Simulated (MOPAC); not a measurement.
MOPAC input (AM1):

```
AM1 FORCE THERMO(298,298) PRECISE LET CHARGE=-1 GEO-OK AUX(PRECISION=9) THREADS=1
C2H7O2Si

C     1.61994000 1   -0.62890926 1   -0.59844320 1
Si    0.15377202 1   -0.13685801 1   -0.09705876 1
C    -1.30430671 1   -0.63564531 1   -1.11083448 1
O    -0.32075517 1   -0.36264259 1    1.62749843 1
O    -0.10234589 1    1.64185469 1    0.15948774 1
H     2.54166173 1   -0.47037590 1   -0.03603038 1
H     1.80297915 1   -1.18044609 1   -1.52173671 1
H    -1.95039908 1   -1.34553237 1   -0.54761621 1
H    -0.99308115 1   -1.13007727 1   -2.05720236 1
H    -1.92100516 1    0.25347239 1   -1.37151715 1
H    -0.67637961 1    0.44049373 1    1.98539935 1
H     0.71496467 1    2.11397032 1    0.20329798 1
```

Output:

```
 *******************************************************************************
 **                                                                           **
 **                              MOPAC v23.2.5                                **
 **                                                                           **
 *******************************************************************************
 ** MOPAC's Digital Object Identifier: https://doi.org/10.5281/zenodo.6511958 **
 **                                                                           **
 ** Please cite the open-source release paper for use of this MOPAC version:  **
 ** J. E. Moussa and J. J. P. Stewart (2026)                                  **
 ** MOPAC: An open-source semiempirical molecular orbital program             **
 ** J. Open Source Softw., 11(119), 8025, https://doi.org/10.21105/joss.08025 **
 *******************************************************************************

                              AM1 CALCULATION RESULTS

 *******************************************************************************
 *  AM1        - The AM1 Hamiltonian to be used
 *  GEO-OK     - OVERRIDE INTERATOMIC DISTANCE AND OTHER SAFETY CHECKS
 *
 *
 *
 *                 CHARGE ON SYSTEM = -1
 *
 *
 *
 *  LET        - OVERRIDE SOME SAFETY CHECKS
 *  PRECISE    - TIGHTER CRITERIA TO BE USED
 *  FORCE      - FORCE CALCULATION SPECIFIED
 *  AUX        - OUTPUT AUXILIARY INFORMATION
 *  THERMO     - THERMODYNAMIC QUANTITIES TO BE CALCULATED
 *******************************************************************************
AM1 FORCE THERMO(298,298) PRECISE LET CHARGE=-1 GEO-OK AUX(PRECISION=9) THREADS=1
 C2H7O2Si

   ATOM   CHEMICAL          X               Y               Z
  NUMBER   SYMBOL      (ANGSTROMS)     (ANGSTROMS)     (ANGSTROMS)

     1       C          1.61994000  *  -0.62890926  *  -0.59844320  *
     2      Si          0.15377202  *  -0.13685801  *  -0.09705876  *
     3       C         -1.30430671  *  -0.63564531  *  -1.11083448  *
     4       O         -0.32075517  *  -0.36264259  *   1.62749843  *
     5       O         -0.10234589  *   1.64185469  *   0.15948774  *
     6       H          2.54166173  *  -0.47037590  *  -0.03603038  *
     7       H          1.80297915  *  -1.18044609  *  -1.52173671  *
     8       H         -1.95039908  *  -1.34553237  *  -0.54761621  *
     9       H         -0.99308115  *  -1.13007727  *  -2.05720236  *
    10       H         -1.92100516  *   0.25347239  *  -1.37151715  *
    11       H         -0.67637961  *   0.44049373  *   1.98539935  *
    12       H          0.71496467  *   2.11397032  *   0.20329798  *

          CARTESIAN COORDINATES

    NO.       ATOM           X           Y           Z

     1         C          1.6199     -0.6289     -0.5984
     2        Si          0.1538     -0.1369     -0.0971
     3         C         -1.3043     -0.6356     -1.1108
     4         O         -0.3208     -0.3626      1.6275
     5         O         -0.1023      1.6419      0.1595
     6         H          2.5417     -0.4704     -0.0360
[...]
 FREQUENCY          3169.21         C  3 -- H  9         +35.2% ( 57.0%)     97.5%
 TRANSITION DIPOLE   0.0261         C  3 -- H  8         +32.6% ( 54.9%)     97.1%
 TRAVEL (Ang.)       0.2547         C  3 -- H 10         +32.1% ( 54.4%)     97.0%
 REDUCED MASS        0.3279         Si 2 -- C  3          +0.1% (  3.7%)     99.9%
 EFFECTIVE MASS      1.1153
 FORCE CONSTANT      1.9402

 VIBRATION         27   27A           ATOM PAIR      ENERGY CONTRIBUTION    RADIAL
 FREQUENCY          3185.35         C  1 -- H  6         +51.0% ( 73.4%)     97.8%
 TRANSITION DIPOLE   0.1126         C  1 -- H  7         +48.0% ( 71.2%)     97.6%
 TRAVEL (Ang.)       0.2024         C  1 -- Si 2          +0.9% (  9.9%)      0.0%
 REDUCED MASS        0.5168
 EFFECTIVE MASS      1.5195
 FORCE CONSTANT      3.0894

 VIBRATION         28   28A           ATOM PAIR      ENERGY CONTRIBUTION    RADIAL
 FREQUENCY          3247.03         C  1 -- H  7         +51.4% ( 70.5%)     97.1%
 TRANSITION DIPOLE   0.0538         C  1 -- H  6         +48.1% ( 68.2%)     96.6%
 TRAVEL (Ang.)       0.2071         C  1 -- Si 2          +0.6% (  7.3%)     99.9%
 REDUCED MASS        0.4842
 EFFECTIVE MASS      1.2551
 FORCE CONSTANT      3.0079

 VIBRATION         29   29A           ATOM PAIR      ENERGY CONTRIBUTION    RADIAL
 FREQUENCY          3613.03         O  4 -- H 11         +99.6% (100.0%)     99.9%
 TRANSITION DIPOLE   0.3557         Si 2 -- O  4          +0.4% (  6.1%)     13.4%
 TRAVEL (Ang.)       0.1403
 REDUCED MASS        0.9482
 EFFECTIVE MASS      1.3826
 FORCE CONSTANT      7.2926

 VIBRATION         30   30A           ATOM PAIR      ENERGY CONTRIBUTION    RADIAL
 FREQUENCY          3653.30         O  5 -- H 12         +99.6% (100.0%)     99.9%
 TRANSITION DIPOLE   0.2834         Si 2 -- O  5          +0.4% (  6.1%)     15.3%
 TRAVEL (Ang.)       0.1395
 REDUCED MASS        0.9482
 EFFECTIVE MASS      1.3846
 FORCE CONSTANT      7.4559

      SYMMETRY NUMBER FOR POINT-GROUP C1  =  1

          SYSTEM IS A GROUND STATE

 C2H7O2Si

          MOLECULE IS NOT LINEAR

          THERE ARE 30 GENUINE VIBRATIONS IN THIS SYSTEM
          THIS THERMODYNAMICS CALCULATION IS LIMITED TO
          MOLECULES WHICH HAVE NO INTERNAL ROTATIONS

                    CALCULATED THERMODYNAMIC PROPERTIES
                                          *
   TEMP. (K)   PARTITION FUNCTION   H.O.F.    ENTHALPY  HEAT CAPACITY ENTROPY
                                   KCAL/MOL   CAL/MOLE    CAL/K/MOL  CAL/K/MOL

 298.00  VIB.     0.8439D+02                  3420.9036    22.4223    20.2937
         ROT.     0.1289D+06                   888.2803     2.9808    26.3641
         INT.     0.1088D+08                  4309.1839    25.4032    46.6578
         TRA.     0.8415D+27                  1480.4672     4.9680    39.4399
         TOT.                     -162.212    5789.6510    30.3712    86.0977

   *: NOTE: HEATS OF FORMATION ARE RELATIVE TO THE
            ELEMENTS IN THEIR STANDARD STATE AT 298K
              (=  Standard Enthalpy of Formation).

            Hvib:  Zero-point energy is not included.
                   frequencies of less than zero cm-1 are not included.
            Hrot = (3/2)RT
            Htra = (3/2)RT + pV = (5/2)RT

            Heat capacity is Cp, not Cv

          For more information, see: HTTP://OpenMOPAC.net/Manual/thermochemistry.html

           FORCE CONSTANT IN CARTESIAN COORDINATES (Millidynes/A)

    ATOM   CHEMICAL       X               Y               Z
   NUMBER   SYMBOL  FORCE CONSTANT  FORCE CONSTANT  FORCE CONSTANT

      1       C        9.272772        7.664658        1.519661
      2      Si        8.518850        4.977115        4.413573
      3       C        6.890526        5.487825        7.383073
      4       O        4.678622        3.376236        3.739053
      5       O        4.080842        3.942643        3.764391
      6       H        2.261688        4.113233        0.227920
      7       H        2.303239        4.097163        0.209422
      8       H        1.758189        0.699827        4.164380
      9       H        2.645725        3.266783        0.725686
     10       H        2.752537        0.610795        3.255443
     11       H        3.881186        2.283617        1.858641
     12       H        2.897067        3.143087        1.996932

 **********************
 *                    *
 * JOB ENDED NORMALLY *
 *                    *
 **********************

 == MOPAC DONE ==
```

The dipole moment of an ion depends on the origin.
